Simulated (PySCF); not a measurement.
## Dipole response of V⁺ (vanadium, charge +1)

[Ar] 3d4, high-spin 5D determinant. All numbers are calculated (PySCF 2.14, scalar relativity by spin-free X2C-1e, in x2c-TZVPPall with one added diffuse shell each of s, p, d, f type (7s6p5d3f1g, 80 functions)). Coupled (time-dependent) response in atomic units; α is the mean over directions.

```json
{"method": "UHF", "mean α (bohr³)": "11.66", "α xx, yy, zz": "10.39, 10.39, 14.19", "C₆ (like pair)": "42.15", "S(−4)": "172.5"}
{"method": "PBE", "mean α (bohr³)": "18.73", "α xx, yy, zz": "17.15, 17.15, 21.89", "C₆ (like pair)": "70.50", "S(−4)": "615.1"}
{"method": "PBE0", "mean α (bohr³)": "15.90", "α xx, yy, zz": "15.33, 15.33, 17.05", "C₆ (like pair)": "59.01", "S(−4)": "393.0"}
```

S(−4) is the Cauchy moment in α(ω) = α(0) + S(−4) ω² + …

α(iu) at PBE0:

```
u (hartree)  α(iu) (bohr³)
          0          15.90
     0.0500          15.01
      0.100          13.05
      0.200          9.489
      0.300          7.330
      0.500          5.051
      0.750          3.629
       1.00          2.807
       1.50          1.861
       2.00          1.324
       3.00         0.7601
       5.00         0.3412
```

For an ion, C₆ is the dispersion term alone; charge-induced terms of lower order in 1/R come first.

The components differ because the open shell of this determinant is not spherical; for a pure term their mean is the scalar polarisability.
